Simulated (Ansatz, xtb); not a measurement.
## Relative energy of two conformers of C2H8GaN

Structure X is `C[CH2][GaH][NH2]`, a singlet and structure Y is `C[CH2][GaH][NH2]`, a singlet. Both are isolated molecules in the gas phase, relaxed with PBE0-D4/def2-SVP.

X (Å):

```tsv
atom	x (Å)	y (Å)	z (Å)
C	-0.9574	0.6719	-0.1458
C	0.3200	0.8605	0.6682
Ga	1.6536	-0.5795	0.4629
N	3.4150	-0.1674	0.6194
H	-1.4600	-0.2783	0.0964
H	-1.6875	1.4789	0.0334
H	-0.7561	0.6564	-1.2291
H	0.8043	1.8218	0.4259
H	0.0791	0.9168	1.7454
H	1.3321	-2.0896	0.1772
H	3.7754	0.7626	0.7960
H	4.1652	-0.8441	0.5497
```

Y (Å):

```csv
atom,x (Å),y (Å),z (Å)
C,-0.2730,1.1460,0.0691
C,1.0061,1.8307,-0.4011
Ga,2.4601,0.6062,-0.9266
N,2.1305,-1.1745,-0.7871
H,-0.0950,0.5064,0.9488
H,-1.0548,1.8707,0.3521
H,-0.7027,0.4999,-0.7136
H,0.8032,2.4931,-1.2613
H,1.4039,2.4996,0.3827
H,3.8815,1.0041,-1.4559
H,2.7940,-1.9014,-1.0251
H,1.2563,-1.5680,-0.4600
```

Problem. Which of the two would you expect CCSD(T)/def2-SVP + ΔMP2/def2-TZVPP electronic energies to favour?

Solution. CCSD(T)/def2-SVP + ΔMP2/def2-TZVPP gives E(Y) − E(X) = −0.57 kcal/mol, slightly favouring structure Y, which is too small a margin to settle the true order.

The same difference at several levels:

```csv
level,geometry,E(Y) − E(X) (kcal/mol),departure from the last row (kcal/mol),"job, with rough time for the two"
PBE0-D4/def2-SVP,PBE0-D4/def2-SVP,−0.57,0.00,"optimisation, 78 s"
HF/def2-SVP,PBE0-D4/def2-SVP,−0.12,+0.45,part of the CCSD(T) run
MP2/def2-SVP,PBE0-D4/def2-SVP,−0.42,+0.15,part of the CCSD(T) run
CCSD(T)/def2-SVP,PBE0-D4/def2-SVP,−0.38,+0.19,single point
CCSD(T)/def2-SVP + ΔMP2/def2-TZVPP,PBE0-D4/def2-SVP,−0.57,,"single point, 40 s"
```

The largest departure from CCSD(T)/def2-SVP + ΔMP2/def2-TZVPP is that of HF/def2-SVP, 0.45 kcal/mol. Levels run at GFN2-xTB geometries aren't shown. The last row adds to CCSD(T) the change of the MP2 difference between the two basis sets, here −0.19 kcal/mol.

With thermal terms from frequencies at re-optimised GFN2-xTB minima (ideal gas, soft modes damped towards free rotors, one conformer each, 298.15 K, 1 atm): the zero-point term adds +0.20 kcal/mol; ΔH is −0.49 and ΔG −0.27 kcal/mol.

The correlated steps freeze 12 core orbitals; the filled d shell of Ga is correlated, in a basis made for valence electrons. Programs: Ansatz 0.2.0, xtb 6.7.1; the last row on 2 threads of Arm Neoverse V1 on a shared host.
